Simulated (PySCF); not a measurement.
**Ionisation energy of Te+ by level of theory**

Te+ [Kr] 4d10 5s2 5p3 (4S) → Te(2+) [Kr] 4d10 5s2 5p2 (3P), as a difference of total energies. Computed with PySCF 2.14 in def2-QZVPPD with the def2 core potential (28 electrons), with scalar relativity through the core potential. Correlated levels: valence: 4s2 4p6 4d10 frozen. The calculations carry no spin-orbit coupling.

```tsv
method	ionisation energy (eV)
UHF	18.352
MP2 (valence)	18.822
SCS-MP2 (valence)	18.693
CCSD (valence)	18.798
CCSD(T) (valence)	18.831
```

Task: How much does correlation contribute at CCSD(T) (valence)?

Result: 18.831 − (18.352) = 0.479 eV, measured against UHF.

The reference lies between the lowest fine-structure levels, while these numbers refer to the centres of the terms.

Errors of the correlated levels include the incompleteness of this basis and the frozen core.

For comparison: 18.6 ± 0.4 eV (measured; NIST Atomic Spectra Database, ionization energies).
